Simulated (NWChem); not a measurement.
All runs are NWChem calculations. System: ClFPb, charge 1, spin multiplicity 2, at the geometry of a parent with another charge or spin, in a state set for the comparison that need not be this species' ground state. Its SCF solution wasn't tested for a lower state.

The NWChem input:

```
start mol
memory heap 100 mb stack 700 mb global 1900 mb
charge 1
geometry units angstroms nocenter noautoz
  Pb    -0.366624    -0.171686     0.000000
  F      0.991269    -1.728955     0.000000
  Cl     1.243631     1.743461     0.000000
  symmetry group Cs
end
basis spherical
  * library def2-svp
end
ecp
  Pb library def2-ecp
end
scf
  rohf
  nopen 1
  maxiter 100
  thresh 1e-7
  semidirect memsize 60000000 filesize 0
  # guess.movecs holds the orbitals of an unrestricted PBE0 run
  vectors input guess.movecs swap 22 24 output mol.movecs
end
tce
  freeze core 10
  ccsd(t)
  2eorb
  2emet 13
  thresh 1e-6
  maxiter 100
  tilesize 24
end
task tce energy
```

The output up to the point where the run's verdict is printed (cleaned and shortened):

```
             Northwest Computational Chemistry Package (NWChem) 7.3.0
             --------------------------------------------------------

                                NWChem Input Module
                                -------------------

 Scaling coordinates for geometry "geometry" by  1.889725989
 (inverse scale =  0.529177249)

 Turning off AUTOSYM since
 SYMMETRY directive was detected!

                             Geometry "geometry" -> ""
                             -------------------------

 Output coordinates in angstroms (scale by  1.889725989 to convert to a.u.)

  No.       Tag          Charge          X              Y              Z
 ---- ---------------- ---------- -------------- -------------- --------------
    1 Pb                  82.0000    -0.36662400    -0.17168600     0.00000000
    2 F                    9.0000     0.99126900    -1.72895500     0.00000000
    3 Cl                  17.0000     1.24363100     1.74346100     0.00000000

 Effective nuclear repulsion energy (a.u.)     507.0868829844

            Nuclear Dipole moment (a.u.)
            ----------------------------
        X                 Y               Z
 ---------------- ---------------- ----------------
    -0.0000377945    -0.0000188973     0.0000000000

      Symmetry information
      --------------------

 Group name             Cs
 Group number              2
 Group order               2
 No. of unique centers     3

      Symmetry unique atoms

     1    2    3


 Summary of "ao basis" -> "" (spherical)
 ------------------------------------------------------------------------------
       Tag                 Description            Shells   Functions and Types
 ---------------- ------------------------------  ------  ---------------------
 *                          def2-svp                  on all atoms

 Summary of "ao basis" -> "ao basis" (spherical)
 ------------------------------------------------------------------------------
       Tag                 Description            Shells   Functions and Types
 ---------------- ------------------------------  ------  ---------------------
[...]
   43   0.0017658486785  -0.4106595700360     0.2     0.2
   44   0.0085739204794  -0.4106280452847     0.2     0.2
   45   0.0463669254136  -0.4107208501695     0.2     0.2
   46   0.0004230598633  -0.4106519036615     0.2     0.2
   47   0.0008299928332  -0.4106628563050     0.2     0.2
   48   0.0008982471976  -0.4106787871634     0.2     0.2
   49   0.0027204130983  -0.4106604867388     0.2     0.2
   50   0.0065506519698  -0.4107221176575     0.2     0.2
   51   0.0003182744785  -0.4107010767871     0.2     0.2
   52   0.0006057059921  -0.4106940597479     0.2     0.2
   53   0.0008394354221  -0.4106989628814     0.2     0.2
   54   0.0036982957735  -0.4106903493087     0.2     0.2
   55   0.0190823055290  -0.4107200777345     0.2     0.2
   56   0.0002574185874  -0.4106959412436     0.2     0.2
   57   0.0004651464897  -0.4107018187671     0.2     0.2
   58   0.0006395912095  -0.4107072829967     0.2     0.2
   59   0.0023920414028  -0.4107047795473     0.2     0.2
   60   0.0100433747786  -0.4107206462624     0.2     0.2
   61   0.0002087461509  -0.4107178197886     0.2     0.2
   62   0.0004091908754  -0.4107161123185     0.2     0.2
   63   0.0010774036674  -0.4107188438265     0.2     0.2
   64   0.0056232116143  -0.4107159816295     0.2     0.2
   65   0.0314025485703  -0.4107293334816     0.2     0.2
   66   0.0001760684365  -0.4107184247914     0.2     0.2
   67   0.0002656972043  -0.4107223227461     0.2     0.2
   68   0.0004029091535  -0.4107258464959     0.2     0.2
   69   0.0014629916580  -0.4107239478904     0.2     0.2
   70   0.0061556593437  -0.4107345237940     0.2     0.2
   71   0.0001351545687  -0.4107339330814     0.2     0.2
   72   0.0001892793962  -0.4107315443978     0.2     0.2
   73   0.0002304964214  -0.4107331722882     0.2     0.2
   74   0.0008835259505  -0.4107311091597     0.2     0.2
   75   0.0041407265643  -0.4107395009071     0.2     0.2
   76   0.0001022166728  -0.4107336293164     0.2     0.2
   77   0.0001678611630  -0.4107356660300     0.2     0.2
   78   0.0003560051122  -0.4107370446148     0.2     0.2
   79   0.0015162434576  -0.4107373899549     0.2     0.2
   80   0.0070848164913  -0.4107400229726     0.2     0.2
   81   0.0000812625821  -0.4107422941723     0.2     0.2
   82   0.0001093286752  -0.4107413839429     0.2     0.2
   83   0.0001775046652  -0.4107419438838     0.2     0.2
   84   0.0007767832383  -0.4107416877715     0.2     0.2
   85   0.0040636712395  -0.4107443151019     0.2     0.2
   86   0.0000641098248  -0.4107416146831     0.2     0.2
   87   0.0000832127351  -0.4107428612642     0.2     0.2
   88   0.0000929984855  -0.4107437719496     0.2     0.2
   89   0.0002924483757  -0.4107437945009     0.2     0.2
   90   0.0011180422440  -0.4107458063934     0.2     0.2
   91   0.0000489848687  -0.4107466631610     0.2     0.2
   92   0.0000730233015  -0.4107463481393     0.2     0.2
   93   0.0001807218463  -0.4107466842757     0.2     0.2
   94   0.0009095180838  -0.4107467490019     0.2     0.2
   95   0.0049294592531  -0.4107479260573     0.2     0.2
   96   0.0000394684346  -0.4107466911455     0.2     0.2
   97   0.0000525392766  -0.4107473753661     0.2     0.2
   98   0.0000617037207  -0.4107478600922     0.2     0.2
   99   0.0001914332674  -0.4107479576746     0.2     0.2
  100   0.0007358393204  -0.4107489716513     0.2     0.2
  0 ga offset                   0 size_xx_perproc                 534mx    1
 WRITE TENSOR
  filename: ./mol.t1amp.000000
  unit nr:       79
  file size:            534
  rec_mem (KB):     2048
  rec_size:         262144
  number of tasks:            1
  0 ga offset                   0 size_xx_perproc              265182mx    1
 WRITE TENSOR
  filename: ./mol.t2amp.000000
  unit nr:       80
  file size:         265182
  rec_mem (KB):     2048
  rec_size:         262144
  number of tasks:            2
 ------------------------------------------------------------------------
```

The run did not converge; its last values are not results. The next line reads: ccsd_energy_loc: maxiter exceeded 101. NWChem stopped with the message: ccsd_energy_loc: maxiter exceeded 101.
